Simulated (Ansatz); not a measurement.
F3Se (SMILES F[Se+](F)F), charge +1, singlet, geometry from GFN2-xTB; SC-NEVPT2/cc-pVDZ, CASSCF(4,4) in Ansatz (an electronic-structure program).

The Ansatz input:
Ansatz 0.2 input:
```yaml
crystal:
  periodic: [false, false, false]
  atoms:
    - {symbol: Se, position_ang: [-0.06079399, 0.14084115, 0.35902332]}
    - {symbol: F, position_ang: [-1.12286655, -0.91714475, -0.36499178]}
    - {symbol: F, position_ang: [0.05990132, 1.13598294, -0.97013266]}
    - {symbol: F, position_ang: [1.29263142, -0.75090476, -0.02118588]}
basis:
  gaussian:
    orbitals: cc-pVDZ
total_charge: 1
magnetization: {spin_polarized: false}
correlation: {method: sc_nevpt2, electrons: all, active_space: {window: {electrons: 4, orbitals: 4}}}
```

The log (banner, timings and long lists left out):

```
Functional definition: HF
722 factors; integrals over basis functions are off by at most 4.9e-4 eV
mean field evaluation 1: about -73401.2505 eV, gradient 6.3e1 eV
mean field evaluation 2: about -73401.3625 eV, gradient 6.3e1 eV
mean field evaluation 4: about -73408.4693 eV, gradient 2.9e0 eV
mean field evaluation 8: about -73408.5487 eV, gradient 3.0e-1 eV
mean field evaluation 16: about -73408.5495 eV, gradient 1.7e-6 eV
mean field -73408.54949019 eV, -2697.7144356624 hartree, gradient 1.7e-6 eV, S^2 0.000000; 0 other end points of the search recorded, 0 dependent functions left out
reference -73408.54949019 eV, -2697.7144356624 hartree; 30, 30 occupied and 39, 39 virtual orbitals, 722 factors
state -73410.15900508 eV, -2697.7735842439 hartree
state -73410.15900508 eV, -2697.7735842439 hartree; corrected -73427.66621348 eV, -2698.4169622855 hartree
state -73409.92140368 eV, -2697.7648525535 hartree
state -73409.92140368 eV, -2697.7648525535 hartree; corrected -73428.03448953 eV, -2698.4304961810 hartree
state -73409.92140368 eV, -2697.7648525535 hartree; corrected -73428.03448953 eV, -2698.4304961810 hartree
WARN: the results are in doubt because another end's mean lies 0.238 eV lower, and its corrected mean 0.368 eV higher
Total energy: -73428.03448953 eV, -2698.4304961810 hartree
In doubt: another end's mean lies 0.238 eV lower, and its corrected mean 0.368 eV higher
```
